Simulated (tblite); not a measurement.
Isomers of C4H5F3N (doublet state). All values are computed: GFN2-xTB (tblite) harmonic vibrations without scaling, gas phase. Errors from tens to a few hundred cm⁻¹ against measured bands are possible. One conformer each. Open shells enter through the occupations alone, without spin polarisation, and single modes of such species can be off by tens of per cent.

Electronic energies: GFN2-xTB at the same geometries; isomer energies are rough at this level and their order can be wrong.

```json
{"SMILES": "[H]/N=C(/C(F)F)[C@@H]([CH2])F", "electronic energy, lowest = 0 (kcal/mol)": "26.2"}
{"SMILES": "C=C(F)[C@H]([NH])C(F)F", "electronic energy, lowest = 0 (kcal/mol)": "32.1"}
{"SMILES": "C=C(F)[C](N)C(F)F", "electronic energy, lowest = 0 (kcal/mol)": "0.0"}
{"SMILES": "[H]/N=C(/[C](C)F)C(F)F", "electronic energy, lowest = 0 (kcal/mol)": "2.5"}
```

How do GFN2-xTB zero-point energies change the relative energies?

```csv
SMILES,ZPE (kcal/mol),of it from modes above 1550 cm⁻¹,electronic (kcal/mol),"with ZPE, lowest = 0 (kcal/mol)",lowest mode (cm⁻¹),rings
C=C(F)[C](N)C(F)F,53.7,23.2,0.0,0.0,37,0
[H]/N=C(/[C](C)F)C(F)F,54.0,21.9,2.5,2.8,37,0
[H]/N=C(/C(F)F)[C@@H]([CH2])F,53.0,24.7,26.2,25.6,33,0
C=C(F)[C@H]([NH])C(F)F,53.4,24.5,32.1,31.9,41,0
```

The zero-point energies span 1.0 kcal/mol, from `[H]/N=C(/C(F)F)[C@@H]([CH2])F` to `[H]/N=C(/[C](C)F)C(F)F`. The order is unchanged.

What do entropy and thermal enthalpy add at 298.15 K and 1 bar (rigid rotor, harmonic oscillator, one conformer each)?

```
                       SMILES  point group  symmetry number  S (cal/(mol K))  H − H(0) (kcal/mol)  ZPE + H − H(0) − TS (kcal/mol)
            C=C(F)[C](N)C(F)F           C1                1             93.5                 6.09                            31.9
       [H]/N=C(/[C](C)F)C(F)F           C1                1             94.6                 6.10                            31.9
[H]/N=C(/C(F)F)[C@@H]([CH2])F           C1                1             93.8                 6.06                            31.1
       C=C(F)[C@H]([NH])C(F)F           C1                1             93.0                 5.96                            31.6
```

S holds R ln(2S + 1) for the spin.
